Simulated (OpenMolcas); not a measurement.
Ir5+: moving or changing the point charges

Ir5+ among 6 point charges of -1 e arranged as an octahedron (Oh), 1.79 Å from the ion.
```
   1.7900    0.0000    0.0000  -1.00
   0.0000    1.7900    0.0000  -1.00
  -1.7900    0.0000    0.0000  -1.00
   0.0000   -1.7900    0.0000  -1.00
   0.0000    0.0000    1.7900  -1.00
   0.0000    0.0000   -1.7900  -1.00
```

```yaml
Program: OpenMolcas 26.06
Method: CASSCF
Basis: ANO-RCC-VTZP [8s7p5d3f1g]
Scalar_Hamiltonian: DKH2, point nucleus
Active_space: 4 electrons in 5 orbitals (5d)
State_averaging: 2S+1 = 5 even, 5 roots; 2S+1 = 3 even, 45 roots; 2S+1 = 1 even, 50 roots
Spin-orbit_coupling: RASSI with atomic mean-field integrals over the reference wave functions
```

Runs around this geometry, states (labels of O, the rotations of Oh). Energies in cm-1 above the lowest state or level, χT in cm3 K/mol; 10Dq and B are least-squares fits to the states below 45000 cm-1, weighted by degeneracy, with a free offset, and given where the rms deviation is under 5 % of |10Dq| (or 100 cm-1) and under 700 cm-1.

```
R (Å)  q (e)  Ground state  First state of that spin  10Dq  B (rms of fit)  First gap with spin-orbit (degeneracies)  χT at 300 K  First state of another spin
 1.79  -0.65            5E                  5T2 4626  4662        936 (63)                               5203 (1, 3)        0.053                    3T1 17113
  1.7     -1            5E                  5T2 9030  9099       924 (105)                               5236 (1, 3)        0.067                    3T1 13426
 1.79     -1            5E                  5T2 7077  7155        931 (85)                               5209 (1, 3)        0.060                    3T1 15122
 1.94     -1            5E                  5T2 4803  4853        935 (67)                               5199 (1, 3)        0.053                    3T1 16979
```

Taking |10Dq| as R^-n, n = -ln(4853 / 9099) / ln(1.94 / 1.7) = 4.8 between the shortest and longest distance. The point-charge formula for a cubic d site gives n = 5.

Scaling the charges by -0.65 / -1 = 0.65 scales |10Dq| by 4662 / 7155 = 0.65; with fixed orbitals a first-order splitting would follow the charge.

Without dynamic correlation the repulsion within the d shell is too large (B by tens of per cent), so at a given field states of lower spin stand too high. Point charges give a weaker field than real ligands, and real ions of this kind are as a rule low spin; the high spin found here belongs to the model. Spin-orbit coupling mixes the spin-free states strongly: the lowest level takes only 36 % from its leading state, 5E (figures for R = 1.79, q = -0.65; the like holds for R = 1.7, q = -1, R = 1.79, q = -1, R = 1.94, q = -1). This field is weak: 10Dq is about 4662 cm-1, while octahedral complexes of 5d ions of charge 3 and more, computed by the same method with explicit ligands, had a median near 35000 cm-1. Ground spin and moment need not be those of a real site (figures for R = 1.79, q = -0.65; the like holds for R = 1.7, q = -1, R = 1.79, q = -1, R = 1.94, q = -1). The ground term spreads over less than 5000 cm-1, several times less than with real ligands, so orbital moments are less quenched and χT lies further from the spin-only value than at real sites (holds for R = 1.79, q = -0.65; R = 1.94, q = -1). This shell can be high or low spin here, a state of another spin lies low, and with metal d orbitals alone active their balance is uncertain, so the ground spin may be wrong (holds for R = 1.7, q = -1). Point charges carry no covalency, so the field is a model and not that of real ligands. No measured value stands beside these numbers.
